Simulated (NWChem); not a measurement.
Molecule: MgBr2; SMILES [Br][Mg][Br]

```xyz
3

Mg     0.0000     0.0000     0.1566
Br     2.3414     0.0000     0.1565
Br    -2.3414     0.0000     0.1565
```
Atoms are numbered in this order, from 1.

Level: PBE0/def2-SVP (NWChem), optimised geometry, unscaled harmonic frequencies. This build's default masses of Se (78.918 u) and Br (79.917 u) are each other's, which moves their modes by up to 0.6 %.

```csv
frequency (cm⁻¹),IR intensity (km/mol)
104,34.7
194,0.0
525,108.3
```

```yaml
zero_point_energy: 1.2 kcal/mol
thermal correction to the enthalpy at 298.15 K (with zero-point energy): 4.5 kcal/mol
heat capacity Cv: 10.9 cal/(mol K)
entropy at 298.15 K and 1 atm (symmetry number 2): 56.7 cal/(mol K)
dipole_moment: 0.00 D
```

Rigid rotor and harmonic oscillator.
